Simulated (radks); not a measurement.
Results of a calculation; reference values are marked as such.
Problem. Neutral iodine, 53 electrons, occupied as [Kr] 4d10 5s2 5p5. Level of theory: Dirac Kohn-Sham, PBE, spin-unpolarised, spherical densities, point nucleus; open shells are shared between the two j in proportion to 2j + 1; speed of light set to 1370.36 atomic units (10 times the physical value, a model run) (a radial shooting solver on a logarithmic mesh with Libxc functionals). Some entries of the table are withheld. Estimate them.

orbital     occ.  eigenvalue (eV)  r(max) (bohr)  <r^2> (bohr^2)
1s1/2          2        -31659.49        0.01898             (1)
2s1/2          2        -4770.895         0.1049         0.01788
2p1/2          2        -4483.247        0.08197         0.01342
2p3/2          4        -4480.524        0.08201         0.01343
3s1/2          2        -960.7791         0.2987          0.1226
3p1/2          2        -839.8649            (2)          0.1172
3p3/2          4        -839.3565            (3)          0.1173
3d3/2          4        -614.7761         0.2325         0.09860
3d5/2          6        -614.6578         0.2325         0.09862
4s1/2          2              (4)         0.7076          0.6687
4p1/2          2        -124.7615         0.7267          0.7368
4p3/2          4        -124.6628         0.7269          0.7373
4d3/2          4         -52.6679         0.7753          0.9784
4d5/2          6         -52.6506         0.7753          0.9787
5s1/2          2         -16.0284          1.778           4.759
5p1/2    1.66667              (5)          2.053           7.173
5p3/2    3.33333              (6)          2.054           7.179

Solution. 
(1) 1s1/2 <r^2> (bohr^2): 0.001099
(2) 3p1/2 r(max) (bohr): 0.2852
(3) 3p3/2 r(max) (bohr): 0.2853
(4) 4s1/2 eigenvalue (eV): -167.0416
(5) 5p1/2 eigenvalue (eV): -7.1516
(6) 5p3/2 eigenvalue (eV): -7.1426
